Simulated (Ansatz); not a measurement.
`CN1BCC1` and `B1CCN1` differ in one atom or group.

Ansatz, PBE0-D4/def2-TZVP geometries, multiplicity 1. 

```csv
property,`CN1BCC1`
HOMO–LUMO gap (B3LYP/def2-TZVPP) / eV,7.26
"ideal-gas entropy at 298 K and 1 bar (rigid rotor, harmonic PBE0-D4/def2-TZVP) / J/(mol·K)",305
zero-point energy (PBE0-D4/def2-TZVP) / kJ/mol,294.4
size of the dipole moment (PBE/def2-TZVPP) / D,1.57
LUMO energy (PBE/def2-TZVPP) / eV,-0.44
HOMO energy (PBE/def2-TZVPP) / eV,-6.00
```

Task: What does the change do to each property? (Estimate.)

Result: The calculation gave: 
```json
{"property": "HOMO–LUMO gap (B3LYP/def2-TZVPP) / eV", "`B1CCN1`": "7.77", "shift": "0.51"}
{"property": "ideal-gas entropy at 298 K and 1 bar (rigid rotor, harmonic PBE0-D4/def2-TZVP) / J/(mol·K)", "`B1CCN1`": "272", "shift": "-33"}
{"property": "zero-point energy (PBE0-D4/def2-TZVP) / kJ/mol", "`B1CCN1`": "221.2", "shift": "-73.2"}
{"property": "size of the dipole moment (PBE/def2-TZVPP) / D", "`B1CCN1`": "1.50", "shift": "-0.07"}
{"property": "LUMO energy (PBE/def2-TZVPP) / eV", "`B1CCN1`": "-0.44", "shift": "0.00"}
{"property": "HOMO energy (PBE/def2-TZVPP) / eV", "`B1CCN1`": "-6.44", "shift": "-0.44"}
```

The zero-point energy changes by -73.2 kJ/mol with -9 modes. Dipoles are sizes alone; their direction can turn.

Positive LUMOs are unbound, so they and the gaps depend on the basis.

B3LYP here is the variant with VWN-RPA as its local correlation; programs differ in this.
